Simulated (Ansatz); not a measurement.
The same path of C$_{2}$H$_{8}$S$_{2}$Si (13 atoms, charge 0, multiplicity 1) was run twice with different band settings. The coordinate that changes most is the dihedral S3–C4–S5–H13.

Method: Ansatz 0.2.0, RKS r2SCAN-D4/6-31G.

Relaxed end points:

```xyz
13
Properties=species:S:1:pos:R:3
Si -1.628 -0.803 -0.808
C 0.220 -1.289 -0.610
S 1.379 0.219 -0.690
C 1.125 0.840 1.076
S 1.706 2.610 1.273
H -1.990 0.256 0.197
H -1.858 -0.268 -2.190
H -2.515 -1.999 -0.579
H 0.536 -1.930 -1.440
H 0.420 -1.833 0.320
H 0.067 0.754 1.334
H 1.736 0.256 1.767
H 0.821 3.154 0.366
```

```xyz
13
Properties=species:S:1:pos:R:3
Si -1.669 -1.099 -0.714
C 0.251 -1.133 -0.699
S 1.034 0.592 -0.862
C 0.645 1.246 0.869
S 1.676 2.760 1.262
H -2.175 -0.212 0.390
H -2.153 -0.572 -2.031
H -2.212 -2.486 -0.495
H 0.626 -1.688 -1.566
H 0.653 -1.614 0.201
H -0.392 1.579 0.933
H 0.835 0.452 1.596
H 2.901 2.140 1.131
```

Common settings: climbing image yes; spring 5.0 eV/Å²; optimiser quadratic models (default); start path through a guess of the saddle point; force threshold 0.03 eV/Å; end points relaxed.

| run | movable images | iteration limit |
| --- | --- | --- |
| 1 | 7 | 30 |
| 2 | 3 | 60 |

What does each run give, and how far can it be trusted?

Run 1: converged after 18 iterations, highest image 0.146 eV above the first end. A vibrational analysis at the climbing image gives one clearly imaginary mode, 102i cm⁻¹: a first-order saddle point.
Run 2: converged after 17 iterations, highest image 0.146 eV above the first end. Another band between the same ends (7 images) ends at a top of the same energy, where a vibrational analysis finds 1 clearly imaginary mode. So few images can step over the top or miss a turn of the path.
Limits of this set-up: no polarisation functions.
